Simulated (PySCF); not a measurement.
**Spinor energies of Yb(3+) (ytterbium, charge +3)**

Start: [Xe] 4f13; 4f5/2 filled at m_j = -5/2, -3/2, -1/2, +1/2, +3/2, +5/2; 4f7/2 filled at m_j = -5/2, -3/2, -1/2, +1/2, +3/2, +5/2, +7/2. Calculated with PySCF 2.14 in x2c-SVPall-2c (7s10p9d3f1g, 112 functions): generalised Hartree-Fock with the X2C-1e Hamiltonian and a Gaussian nucleus; one run each with spin-orbit coupling (SO) switched off, then screened by Boettger's factors.

| spinor shell | electrons | ε, spin-free (eV) | ε, screened SO (eV) | weight of nominal j (screened SO) | rms radius, screened SO (bohr) |
| --- | --- | --- | --- | --- | --- |
| 1s1/2 | 2 | -61678.2 | -61662.8 | 1.000 | 0.0223 |
| 2s1/2 | 2 | -10611.0 | -10606.3 | 1.000 | 0.0901 |
| 2p1/2 | 2 | -9355.3 | -10099.4 | 1.000 | 0.0768 |
| 2p3/2 | 4 | -9355.3 | -9046.4 | 1.000 | 0.0838 |
| 3s1/2 | 2 | -2475.6 | -2474.2 | 1.000 | 0.231 |
| 3p1/2 | 2 | -2090.1 | -2250.5 | 1.000 | 0.222 |
| 3p3/2 | 4 | -2090.1 | -2022.4 | 1.000 | 0.237 |
| 3d3/2 | 4 | -1616.8 | -1646.0 | 1.000 | 0.210 |
| 3d5/2 | 6 | -1616.8 | -1596.1 | 1.000 | 0.214 |
| 4s1/2 | 2 | -543.22 | -542.81 | 1.000 | 0.519 |
| 4p1/2 | 2 | -414.03 | -451.20 | 0.999 | 0.531 |
| 4d3/2 | 4 | -240.54 | -247.27 | 0.994 | 0.597 |
| 4d5/2 | 6 | -240.54 | -235.78 | 0.996 | 0.609 |
| 5s1/2 | 2 | -97.694 | -97.633 | 1.000 | 1.29 |
| 5p1/2 | 2 | -63.998 | -69.130 | 0.994 | 1.43 |
| 5p3/2 | 4 | -63.998 | -61.852 | 0.997 | 1.53 |
| 4f5/2 | 6 | -48.586 | -49.738 | 0.947 | 0.798 |
| 4f7/2 | 7 | -48.586 | -47.430 | 0.955 | 0.815 |

(1) Where does 4p3/2 lie, and what is the 4p spin-orbit splitting (screened SO)?

| quantity | spin-free | screened SO |
| --- | --- | --- |
| E (hartree) | -14047.25641 | -14060.37368 |
| M_J | 7/2 | 7/2 |
| ⟨J²⟩ | 15.757 | 15.757 |
| ⟨L²⟩ | 12.006 | 12.108 |
| ⟨S²⟩ | 0.751 | 0.852 |

Each row is a mean over spinors that exchange with the open shell spreads, by up to 9.965 eV (4d5/2).

Breit and QED terms are absent; they matter most for the inner s and p1/2 levels.

Densities and radii are taken from the X2C orbitals without a picture-change correction, which distorts them close to the nucleus.

Without spin-orbit coupling the j labels of p, d and f shells carry no meaning; the spin-free column gives the mean over the occupied spinors of each nl shell.

Answers

(1) At -398.30 eV, 52.897 eV above 4p1/2.
